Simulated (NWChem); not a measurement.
System: SiHBr, singlet; SMILES Br[SiH]

```xyz
3

Si     0.0718    -1.5856     0.0000
H     -1.4732    -1.7366     0.0000
Br     0.0134     0.6839     0.0000
```
Atoms are numbered in this order, from 1.

Low-valent species are run as closed-shell singlets; no triplet was tried in these runs. All runs use the structure optimised with PBE-D3(BJ)/def2-SVP.

Symmetry labels are those of Cs in the frame above (b1 and b2, or b-type labels, depend on it).

### Question
List the 6 lowest vertical singlet excitations and the 6 lowest triplet ones from LRC-wPBEh/def2-SVP, TDA (NWChem).

### Answer
```json
[
 {"state": "S1", "energy (eV)": "2.65", "oscillator strength": "0.021", "symmetry": "a\"", "leading excitation (squared amplitude)": "HOMO → LUMO (0.98)"},
 {"state": "S2", "energy (eV)": "4.58", "oscillator strength": "0.016", "symmetry": "a\"", "leading excitation (squared amplitude)": "HOMO−1 → LUMO (0.99)"},
 {"state": "S3", "energy (eV)": "5.24", "oscillator strength": "0.015", "symmetry": "a'", "leading excitation (squared amplitude)": "HOMO−2 → LUMO (0.76)"},
 {"state": "S4", "energy (eV)": "5.57", "oscillator strength": "0.001", "symmetry": "a\"", "leading excitation (squared amplitude)": "HOMO−3 → LUMO (0.99)"},
 {"state": "S5", "energy (eV)": "5.88", "oscillator strength": "0.175", "symmetry": "a'", "leading excitation (squared amplitude)": "HOMO → LUMO+1 (0.72)"},
 {"state": "S6", "energy (eV)": "7.54", "oscillator strength": "0.006", "symmetry": "a\"", "leading excitation (squared amplitude)": "HOMO−2 → LUMO+1 (0.98)"},
 {"state": "T1", "energy (eV)": "1.35", "oscillator strength": "spin-forbidden", "symmetry": "a\"", "leading excitation (squared amplitude)": "HOMO → LUMO (0.95)"},
 {"state": "T2", "energy (eV)": "4.09", "oscillator strength": "spin-forbidden", "symmetry": "a\"", "leading excitation (squared amplitude)": "HOMO−1 → LUMO (0.93)"},
 {"state": "T3", "energy (eV)": "4.15", "oscillator strength": "spin-forbidden", "symmetry": "a'", "leading excitation (squared amplitude)": "HOMO−2 → LUMO (0.98)"},
 {"state": "T4", "energy (eV)": "4.35", "oscillator strength": "spin-forbidden", "symmetry": "a'", "leading excitation (squared amplitude)": "HOMO → LUMO+1 (0.93)"},
 {"state": "T5", "energy (eV)": "5.10", "oscillator strength": "spin-forbidden", "symmetry": "a\"", "leading excitation (squared amplitude)": "HOMO−3 → LUMO (0.96)"},
 {"state": "T6", "energy (eV)": "6.10", "oscillator strength": "spin-forbidden", "symmetry": "a'", "leading excitation (squared amplitude)": "HOMO → LUMO+2 (0.91)"}
]
```
